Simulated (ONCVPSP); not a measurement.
## Scattering properties, ONCV potential for Mg (Z = 12)

Mg, optimised norm-conserving Vanderbilt (ONCV), made with ONCVPSP 4.0.1 (LDA (Perdew-Zunger), scalar-relativistic). Core [He], reference 2s2 2p6 (charge +2). Waves: 2s: rc 1.00 bohr, ncon 4, nbas 7, qcut 14.4 1/bohr, 3 projectors, debl 1.8 Ha; 2p: rc 0.90 bohr, ncon 4, nbas 9, qcut 18.3 1/bohr, 1 projector; d scattering state at 0.16 Ha: rc 1.10 bohr, ncon 5, nbas 8, qcut 8.3 1/bohr, 2 projectors, debl 1.6 Ha. Local part: polynomial inside 0.70 bohr (lpopt 4, dvloc0 0 Ha). Core correction: Teter function, fcfact 2.75, rcfact 1.4.

In the s channel the program set the typed energies aside and used -3.655, 0.250, 2.050 Ha.

The phase is arctan(r·R′/R) of the radial function R(r), unwrapped; energies in Ha, scanned from -5 to 5 Ha. A pole is an energy at which the radial function vanishes at the test radius. The pseudo phase is shifted by a multiple of π to meet the all-electron one at the reference energy, and phase errors are pseudo minus all-electron; the curves can meet again beyond the range given. Levels narrower than the energy grid can be missing from the lists of poles.

Problem. For each channel, where are the poles, and over which energies does the pseudopotential scatter like the atom?

Solution.

```tsv
channel	radius (bohr)	reference energy (Ha)	poles, all-electron	poles, pseudo	unbroken range about the reference energy with phases within 0.05 rad	phase error 1 Ha above the reference energy (rad)
s	1.02	-3.65	-2.05	-2.05	the whole range	-0.000
p	0.91	-2.46	-0.48	-0.45	below 3.3	+0.001
d	1.11	0.16	none	none	the whole range	+0.000
```

Phases in the p channel:

```
E (Ha)  all-electron  pseudo
 -4.96         0.497   0.504
 -4.72         0.377   0.384
 -4.48         0.233   0.239
 -4.24         0.064   0.070
 -4.00        -0.126  -0.120
 -3.76        -0.325  -0.321
 -3.52        -0.520  -0.517
 -3.28        -0.699  -0.697
 -3.04        -0.855  -0.854
 -2.80        -0.986  -0.986
 -2.56        -1.095  -1.095
 -2.32        -1.186  -1.186
 -2.08        -1.263  -1.263
 -1.84        -1.328  -1.327
 -1.60        -1.384  -1.383
 -1.36        -1.433  -1.431
 -1.12        -1.476  -1.474
 -0.88        -1.514  -1.512
 -0.64        -1.549  -1.546
 -0.40        -1.582  -1.578
 -0.16        -1.612  -1.607
  0.08        -1.641  -1.635
  0.32        -1.668  -1.661
  0.56        -1.695  -1.687
  0.80        -1.721  -1.711
  1.04        -1.747  -1.736
  1.28        -1.773  -1.760
  1.52        -1.800  -1.784
  1.76        -1.827  -1.809
  2.00        -1.855  -1.835
  2.24        -1.885  -1.861
  2.48        -1.917  -1.889
  2.72        -1.951  -1.918
  2.96        -1.988  -1.949
  3.20        -2.028  -1.982
  3.44        -2.073  -2.018
  3.68        -2.123  -2.058
  3.92        -2.179  -2.102
  4.16        -2.243  -2.150
  4.40        -2.316  -2.204
  4.64        -2.399  -2.265
  4.88        -2.495  -2.334
```
